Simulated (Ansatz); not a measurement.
A made-up structure of SiH3Te (charge -1), closed shell:

```xyz
5
angstrom
Si -0.6035 -0.7779 -0.3989
Te 0.8259 1.2760 0.4168
H 2.0614 0.4415 1.2126
H 0.5573 -1.7632 -0.1983
H 0.3954 2.3008 -0.8226
```

It is relaxed with PBE-D4/def2-SVPD and then PBE0-D4/def2-TZVPD (Ansatz 0.2.0). Atoms count as bonded within 1.22 times the sum of their covalent radii (H–H: 0.88 Å). The end point is not checked to be a true minimum.

Does its bonding change? (A judgement: the text doesn't fix the answer.)

By the calculation: No: no bond forms or breaks.

Where it ends: The first stage lowers the energy by 1.15 eV in 10 steps. It ends as SiH₃Te ([SiH][TeH2]), total charge -1:
| atom | x (Å) | y (Å) | z (Å) |
| --- | --- | --- | --- |
| Si1 | -0.2820 | -0.4767 | -0.6591 |
| Te2 | 1.0971 | 1.2729 | 0.2970 |
| H3 | 2.0924 | -0.0145 | 1.3423 |
| H4 | 0.4344 | -1.6023 | 0.1210 |
| H5 | -0.1053 | 2.2976 | -0.8915 |

Labels in which every atom is bracketed show which atoms are joined, not bond orders.

For scale, one of the runs: PBE0-D4/def2-TZVPD relaxation, 129 basis functions, launched by `ansatz run in.yaml --threads 2 --pin off --events-out ev --progress --plain --max-ram 4352MiB`. Hardware: 2 CPU threads of an Arm Neoverse V2, shared host. Wall time about 15 s.
